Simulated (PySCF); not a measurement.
[SbCl2]+: one-bond stretch

Level of theory: PySCF, PBE0, basis Sb def2-TZVP with ECP28, Cl def2-TZVP (scalar-relativistic core potentials, no spin–orbit coupling, density fitting).

Rigid scan from the singlet minimum (Sb–Cl 2.252 Å (×2); Cl–Sb–Cl 100.1°). Coordinate: the bond from Sb to the last atom (Cl) scaled, the rest fixed. Energies in kJ/mol from the minimum.

Q: Predict the curve at 0.92, 0.96, 1.00, 1.05, 1.12, 1.20, 1.35, 1.55, 1.80, 2.20.

A: 
```csv
scale of one bond,E (kJ/mol),"dipole size (D, about the centre of mass)"
0.92,39.3,1.69
0.96,8.6,1.74
1.00,0.0,1.92
1.05,9.9,2.26
1.12,46.3,2.82
1.20,102.7,3.47
1.35,213.7,4.47
1.55,335.1,–
1.80,431.5,–
2.20,499.0,–
```

At long bonds a restricted determinant can lie too high, and another spin state can fall below this curve.

Other isomers or separated fragments may lie lower.
